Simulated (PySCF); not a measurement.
ZrI3, SMILES [Zr]([I])([I])[I] (connectivity only; charge and spin as stated), neutral, multiplicity 2.

Coordinates come from a B3LYP-D3(BJ)/def2-SVP optimisation. The spin state was assumed, not searched. The isomer is the one that the SMILES or the coordinates give; other isomers of the formula were not compared. The def2 effective core potentials stand for the cores of I, Zr; spin–orbit coupling is left out.

These are TDA-PBE/def2-SVPD (PySCF 2.14.0) values and carry that method's errors.

Vertical excitations; the highest root listed may be one member of a degenerate set. Gas-phase values at a fixed geometry.

| state | energy (eV) | λ (nm) | f | main pairs |
|---|---|---|---|---|
| root 1 | 0.92 | 1351 | 0.000 | α HOMO→LUMO (degenerate set) |
| root 2 | 0.92 | 1350 | 0.000 | α HOMO→LUMO+1 (degenerate set) |
| root 3 | 1.70 | 729 | 0.001 | α HOMO→LUMO+3 (degenerate set) |
| root 4 | 1.70 | 728 | 0.001 | α HOMO→LUMO+2 (degenerate set) |
| root 5 | 3.05 | 407 | 0.000 | α HOMO−1→LUMO+1, α HOMO−1→LUMO (degenerate set) |
| root 6 | 3.05 | 407 | 0.000 | α HOMO−1→LUMO, α HOMO−1→LUMO+1 (degenerate set) |
| root 7 | 3.35 | 370 | 0.000 | α HOMO−5→LUMO+1 31 %, α HOMO−6→LUMO 31 %, β HOMO−2→LUMO+1 12 %, β HOMO−3→LUMO 12 %, β HOMO−2→LUMO 5 %, β HOMO−3→LUMO+1 5 % |
| root 8 | 3.37 | 368 | 0.004 | α HOMO−2→LUMO+1, β HOMO−1→LUMO+1 (degenerate set) |
| root 9 | 3.37 | 368 | 0.004 | α HOMO−2→LUMO, β HOMO−1→LUMO (degenerate set) |
| root 10 | 3.45 | 359 | 0.001 | α HOMO−5→LUMO+1 21 %, α HOMO−6→LUMO 21 %, α HOMO−5→LUMO 18 %, α HOMO−6→LUMO+1 18 % |
Unrestricted roots are not spin-pure.
